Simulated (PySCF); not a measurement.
Species: C7H4F2N (doublet state).
Geometry (GFN2-xTB, Å), atoms numbered from 1 in this order:
```xyz
14
C7H4F2N angstrom
C      0.3120    1.7992   -0.3300
C      0.1099    0.6338    0.5523
C      0.7433   -0.5952   -0.1021
C      2.1070   -0.6671   -0.3941
N      3.2330   -0.7167   -0.6131
C     -0.2109   -1.5189   -0.3650
C     -1.4780   -1.0316    0.1098
F     -2.6065   -1.7334    0.0071
C     -1.3205    0.1928    0.6486
F     -2.2468    0.9759    1.1926
H     -0.3117    1.9247   -1.1928
H      1.1955    2.3969   -0.2301
H      0.5492    0.8099    1.5402
H     -0.0762   -2.4707   -0.8454
```

The hyperfine couplings belong to this conformer and change with its torsions.

The species is `C1=C([C@@H]([CH2])C(=C1F)F)C#N` [radical].

Computed with PySCF 2.14.0, UKS B3LYP, pcH-1 on C F H N, non-relativistic, mean-field spin-orbit, GIAO. Isolated species at its GFN2-xTB geometry (one conformer only). The geometry wasn't refined by DFT: couplings that depend on bond lengths, twists or pyramidal angles can differ widely from those at the functional's own minimum. The SCF solution wasn't tested for stability.

Q: Give the principal g shifts and their parts.

A: 
| Δg (ppm) | 1 | 2 | 3 |
| --- | --- | --- | --- |
| relativistic mass correction | -146 | -146 | -146 |
| gauge correction | 8 | 40 | 22 |
| orbital Zeeman/spin–orbit | -40 | 474 | 778 |
| total | -178 | 368 | 654 |

So g = 2.00214, 2.00269, 2.00297 and g_iso = 2.00260; the tensor is rhombic: the two nearest values differ by 34 % of g3 − g1. Axes: g3 points within 5° of the C1–H11 bond.

Q: What are the electron Larmor frequencies g μB B/h along the three axes at 350 mT?

A: 9.8079, 9.8105, 9.8119 GHz for g1, g2 and g3, a range of 4.1 MHz.

Q: At 9.769 GHz, how far is the centre of the isotropic spectrum from where a free electron (g = 2.002319) resonates?

A: B = hν/(g μB) with μB/h = 13.99624 MHz/mT gives 348.58 mT for the free electron and 348.53 mT at g_iso, 0.05 mT lower.

Q: In a frozen sample, at which fields do the three g values resonate at 9.5, 34, 94 and 263 GHz (hyperfine left aside), and which band first spreads them over more than twice a line width of 0.3 mT?

A: 
```
band    GHz  B(g3) mT  B(g2) mT  B(g1) mT  spread mT
   X    9.5    338.87    338.92    339.01       0.14
   Q   34.0   1212.81   1212.98   1213.31       0.50
   W   94.0   3353.06   3353.54   3354.45       1.39
   J  263.0   9381.43   9382.77   9385.33       3.90
```

The spread grows in proportion to the frequency. W band is the first where it exceeds 0.6 mT.

The Mulliken spin populations are largest on C1 (+1.06) and C2 (-0.07). No atom but C1 exceeds +0.15. The positive populations add up to 1.18 and the negative ones to -0.18, together 2S = 1. The angles at C1 add up to 358.8°, so it is planar; its axial dipolar tensor and the negative couplings of its protons fit spin in a p orbital normal to that plane.

The HOMO–LUMO gaps are 4.00 eV among the α and 4.20 eV among the β orbitals.
